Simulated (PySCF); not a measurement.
# Relaxation of triplet [RuF3]+

All numbers come from UPBE0/[Ru def2-TZVP with ECP28, F def2-TZVP], scalar-relativistic core potentials, density fitting, no spin–orbit coupling, PySCF. A (50,194) grid was used.

A hand-made trigonal pyramidal start, of C3v symmetry, held to at least that symmetry:

Coordinates in bohr (charge 1 multiplicity 3):
```
Ru    0.0000    0.0000   -0.5894
F     3.0905    0.0000    1.0539
F    -1.5452    2.6764    1.0539
F    -1.5452   -2.6764    1.0539
```

Optimiser trace:
| step | E − E(last) (kJ/mol) | largest gradient (Eh/bohr) |
| --- | --- | --- |
| 0 | 80.30 | 0.09320 |
| 1 | 27.57 | 0.00938 |
| 2 | 19.42 | 0.01600 |
| 3 | 12.36 | 0.01769 |
| 4 | 6.43 | 0.01822 |
| 5 | 1.37 | 0.00453 |
| 6 | 0.42 | 0.00524 |
| 7 | 0.04 | 0.00066 |
| 8 | 0.00 | 0.00052 |
| 9 | 0.00 | 0.00003 |

It ends at D3h with Ru–F 1.738 Å (×3); F–Ru–F 120.0° (×3). A frequency run shows a minimum. Other isomers or separated fragments may lie lower.

With open d or f shells other occupations or spin states may lie lower. At this level a quintet minimum of C2v symmetry lies 17 kJ/mol below this structure.

The relaxation took 28 s on 4 threads of a shared Arm Neoverse V2 host, with 133 basis functions and 10 gradients; the process peaked at 0.76 GiB. Launch command: `OMP_NUM_THREADS=4 python axn.py task.json out`.
